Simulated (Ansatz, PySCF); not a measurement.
C₂H₃, SMILES [CH][CH2+] (connectivity only; charge and spin as stated), charge +1, multiplicity 1.

Coordinates come from a B3LYP-D3(BJ)/def2-TZVP optimisation.

Vertical ionisation energy (IE) and electron affinity (EA) in eV. Rows of orbital energies are one-electron estimates. Where ΔSCF, EOM or ADC give a negative EA the extra electron is unbound and the value depends on the basis.

```json
[
 {"level": "−ε(HOMO), −ε(LUMO), M06-2X/def2-TZVPD (PySCF)", "IE": "18.24", "EA": "9.85"},
 {"level": "−ε(HOMO), −ε(LUMO), ωB97X/def2-TZVPD (PySCF)", "IE": "19.44", "EA": "8.51"},
 {"level": "−ε(HOMO), −ε(LUMO), PBE/def2-TZVPD (PySCF)", "IE": "15.61", "EA": "12.31"},
 {"level": "ADC(2)/aug-cc-pVDZ (PySCF)", "IE": "19.73", "EA": "8.54"},
 {"level": "ΔSCF, ωB97X-V/def2-TZVPD (Ansatz), final states of multiplicity 2 and 2", "IE": "19.98", "EA": "8.33"},
 {"level": "ΔSCF, PBE/def2-TZVPD (Ansatz), final states of multiplicity 2 and 2", "IE": "20.07", "EA": "8.41"}
]
```

**Question.** What vertical singlet–triplet gap does ΔSCF give with ωB97X-V/def2-TZVPD (Ansatz, a quantum-chemistry and plane-wave program) and with PBE/def2-TZVPD (Ansatz)? (An estimate is asked for; the answer gives what the named calculation found.)

**Answer.** 2.60 and 2.66 eV (triplet above singlet where positive).

**Question.** Give the lowest 1s main lines (those of the lightest heavy element) from CVS-ADC(2)-x/aug-cc-pVDZ (PySCF, non-relativistic), with pole strengths. (An estimate is asked for; the answer gives what the named calculation found.)

**Answer.** 301.1 eV (1.50), 304.2 eV (1.46).

**Question.** Beyond the first one, list the lowest photoelectron lines from ADC(2)/aug-cc-pVDZ in PySCF with their pole strengths (two spins summed). (An estimate is asked for; the answer gives what the named calculation found.)

**Answer.** 23.44 eV (1.82), 24.45 eV (1.81), 27.60 eV (1.76), 34.14 eV (1.66).
